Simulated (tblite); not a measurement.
C8H10.
InChI=1S/C8H10/c1-2-5-8(4-1)6-3-7-8/h1-2,4-5H,3,6-7H2

Computed geometry: GFN2-xTB, gas phase.

Take the most abundant isotopes and a rigid rotor. 

Question: What are A, B and C (cm⁻¹)?

Answer: Ia = 103.35, Ib = 300.14, Ic = 324.13 u·Å²; 505379 MHz·u·Å²/I gives 4890, 1684 and 1559 MHz, that is A = 0.16311, B = 0.05617, C = 0.05201 cm⁻¹.

Question: Classify the top.

Answer: A near-prolate asymmetric top: κ = (2 × 1684 − 4890 − 1559)/(4890 − 1559) ≈ -0.93.

Question: Is it planar, by Δ = Ic − Ia − Ib?

Answer: Not planar: Δ = Ic − Ia − Ib = -79.36 u·Å². For a rigid frame Δ = −2 Σ m c², so Σ m c² = 39.68 u·Å² lies off the ab plane: 11.74 from hydrogen and 27.94 from heavier atoms. The atom farthest from that plane is 1.85 Å away.

Question: Give the other two planar moments, Paa and Pbb, and the rms extents of the mass along the axes.

Answer: Paa = Σ m a² = (Ib + Ic − Ia)/2 = 260.46 and Pbb = Σ m b² = (Ia + Ic − Ib)/2 = 63.67 u·Å². With the mass M = 106.08 u, the rms extents √(P/M) along a, b and c are 1.57, 0.77, 0.61 Å.

Question: Where do the levels up to J = 2 lie, in MHz?

Answer: Above 0(0,0):
J = 1: 1(0,1) 3243, 1(1,1) 6449, 1(1,0) 6574
J = 2: 2(0,2) 9726, 2(1,2) 12810, 2(1,1) 13184, 2(2,1) 22802, 2(2,0) 22806
The levels of one J sum to (2J + 1)J(J + 1)(A + B + C)/3.

Its GFN2-xTB frequencies are all real (lowest 67 cm⁻¹). No vibrational averaging or centrifugal distortion is included, and the geometry carries the error of its method.

Time: 0.51 s of wall time. Hardware: Arm Neoverse V1, one thread, shared host with 32 logical CPUs at a one-minute load of 10. These figures are those of the optimisation.
